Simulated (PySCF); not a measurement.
C6H13OP.
Atom-mapped SMILES: `[CH3:1][CH2:2][C@@H:3]1[C@H:4]([CH3:5])[P@@:6]1([CH3:7])=[O:8]` (hydrogens: H9, H10, H11 on C1; H12, H13 on C2; H14 on C3; H15 on C4; H16, H17, H18 on C5; H19, H20, H21 on C7)

The same species was optimised twice, with GFN2-xTB and with PBE0-D3(BJ)/def2-SVP (PySCF), and the same property calculations (PySCF, gas phase) were run on both structures.

| coordinate | GFN2-xTB | PBE0-D3(BJ)/def2-SVP | change |
| --- | --- | --- | --- |
| P6=O8 (Å) | 1.470 | 1.495 | +0.025 |
| C4–P6 (Å) | 1.818 | 1.799 | -0.019 |
| P6–C7 (Å) | 1.828 | 1.810 | -0.018 |
| C3–P6 (Å) | 1.815 | 1.799 | -0.016 |
| C3–C4 (Å) | 1.573 | 1.569 | -0.004 |
| C1–C2 (Å) | 1.525 | 1.521 | -0.004 |
| C2–C3 (Å) | 1.508 | 1.511 | +0.003 |
| C4–C5 (Å) | 1.507 | 1.508 | +0.001 |
| C3–P6–C7 (°) | 115.2 | 111.7 | -3.5 |
| C4–P6–O8 (°) | 121.9 | 125.3 | +3.4 |
| C3–P6–O8 (°) | 122.2 | 125.5 | +3.3 |
| C4–P6–C7 (°) | 114.6 | 111.6 | -3.0 |
| C3–C4–C5 (°) | 119.7 | 121.6 | +1.9 |
| C1–C2–C3 (°) | 110.7 | 112.5 | +1.8 |
| C2–C3–C4 (°) | 120.8 | 121.9 | +1.1 |
| C3–P6–C4 (°) | 51.3 | 51.7 | +0.4 |
| C1–C2–C3–C4 (°) | 161 | 162 | +1 |

Rotational constants: A = 1927, B = 1415, C = 1118 MHz (GFN2-xTB) against A = 1937, B = 1413, C = 1109 MHz (PBE0-D3(BJ)/def2-SVP). Point groups within 0.08 Å: C1 and C1.

On the GFN2-xTB structure: HOMO (eV) -6.62 [PBE0/pcSseg-1]; LUMO (eV) 0.74 [PBE0/pcSseg-1]; dipole (D) 4.31 [PBE0/pcSseg-1]; GIAO shielding of C1 (ppm) 168.5 [PBE0/pcSseg-1]; GIAO shielding of C2 (ppm) 165.2 [PBE0/pcSseg-1]; GIAO shielding of C3 (ppm) 151.2 [PBE0/pcSseg-1]; GIAO shielding of C4 (ppm) 160.4 [PBE0/pcSseg-1]; GIAO shielding of C5 (ppm) 175.6 [PBE0/pcSseg-1]; GIAO shielding of P6 (ppm) 381.4 [PBE0/pcSseg-1]; GIAO shielding of C7 (ppm) 178.5 [PBE0/pcSseg-1]; GIAO shielding of O8 (ppm) 267.1 [PBE0/pcSseg-1].

What do these properties become on the PBE0-D3(BJ)/def2-SVP structure?

| property | level | on GFN2-xTB | on PBE0-D3(BJ)/def2-SVP | change |
| --- | --- | --- | --- | --- |
| HOMO (eV) | PBE0/pcSseg-1 | -6.62 | -6.69 | -0.07 |
| LUMO (eV) | PBE0/pcSseg-1 | 0.74 | 0.78 | +0.04 |
| dipole (D) | PBE0/pcSseg-1 | 4.31 | 4.44 | +0.13 |
| energy, GFN2-xTB geometry as zero (kcal/mol) | PBE0/pcSseg-1 | 0.0 | -1.8 | -1.8 |
| GIAO shielding of C1 (ppm) | PBE0/pcSseg-1 | 168.5 | 167.6 | -0.9 |
| GIAO shielding of C2 (ppm) | PBE0/pcSseg-1 | 165.2 | 163.5 | -1.7 |
| GIAO shielding of C3 (ppm) | PBE0/pcSseg-1 | 151.2 | 153.3 | +2.1 |
| GIAO shielding of C4 (ppm) | PBE0/pcSseg-1 | 160.4 | 161.3 | +0.9 |
| GIAO shielding of C5 (ppm) | PBE0/pcSseg-1 | 175.6 | 173.9 | -1.7 |
| GIAO shielding of P6 (ppm) | PBE0/pcSseg-1 | 381.4 | 381.0 | -0.4 |
| GIAO shielding of C7 (ppm) | PBE0/pcSseg-1 | 178.5 | 178.4 | -0.1 |
| GIAO shielding of O8 (ppm) | PBE0/pcSseg-1 | 267.1 | 270.7 | +3.6 |

The heavy atoms differ by 0.050 Å rms after alignment. Among bonds between heavy atoms P6=O8 changes most (+0.025 Å). Changes are differences of the printed values. Neither structure is proved a minimum here.

The values belong to the conformer `[CH3:1][CH2:2][C@@H:3]1[C@H:4]([CH3:5])[P@@:6]1([CH3:7])=[O:8]`: C1–C2–C3–C4 162°.
